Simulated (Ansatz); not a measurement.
Input file for Ansatz (a quantum-chemistry and plane-wave program): U-B3LYP/cc-pVTZ on AsN, a point of a bond scan (R = 3.223 Å).

Ansatz 0.2 input:
```yaml
crystal:
  periodic: [false, false, false]
  atoms:
    - {symbol: As, position_ang: [-0.00000000, -0.00000000, -0.28199367]}
    - {symbol: N, position_ang: [0.00000000, 0.00000000, 2.94079109]}
basis:
  gaussian:
    orbitals: cc-pVTZ
hamiltonian:
  xc: {name: B3LYP}
magnetization: {spin_polarized: true, initial_magnetization: 0}
```

The log:

```
WARN ansatz: RAYON_NUM_THREADS=1 ignored (pool sized by the plan → 1); use --threads N
Functional definition: B3LYP
integrals: 0.01 GiB planned
583 factors; their error is unknown
mean field: 0.24 GiB planned
mean field evaluation 1: about -62258.8093 eV, gradient 8.6e1 eV
mean field evaluation 2: about -62014.1954 eV, gradient 1.0e2 eV
mean field evaluation 4: about -62231.7314 eV, gradient 1.1e2 eV
mean field evaluation 8: about -62322.7155 eV, gradient 4.1e0 eV
mean field evaluation 16: about -62326.1914 eV, gradient 8.5e-1 eV
mean field evaluation 32: about -62327.6925 eV, gradient 1.6e-2 eV
mean field -62327.69247916 eV, -2290.5004513819 hartree, gradient 2.5e-6 eV, S^2 2.832427; 2 other end points of the search recorded, 0 dependent functions left out
reference -62327.69265586 eV, -2290.5004578753 hartree; 20, 20 occupied and 53, 53 virtual orbitals, 583 factors
Total energy: -62327.69265586 eV, -2290.5004578753 hartree
```

Self-consistency was reached. Its determinant has ⟨S²⟩ = 2.83, a mixture of spin states.

Cost: very roughly 7 core-seconds.
